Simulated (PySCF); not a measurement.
Computed IR spectrum (relative IR intensity) of a molecule C3H5FSi. Geometry optimised at PBE0-D3(BJ)/def2-SVP. The values are those of a single conformer. These are PBE0-D3(BJ)/def2-SVP run with PySCF values and carry that method's errors. Frequencies are harmonic and unscaled.

Lines under 2 % of the strongest are left out, and lines within 2 cm⁻¹ are merged.

```tsv
ν (cm⁻¹)	relative intensity
421	6.9
561	7.1
625	5.0
666	4.1
765	5.3
777	12
879	16
916	100
936	11
947	23
1046	13
1174	21
1258	14
1442	65
2229	36
2232	35
2258	26
```

### Question
Pick the molecule that these values belong to.
A) FC=C=C[SiH3]
B) F[Si@@H]1C=CC1
C) C#C[SiH2]CF
D) CC#C[SiH2]F

### Answer
A, FC=C=C[SiH3]
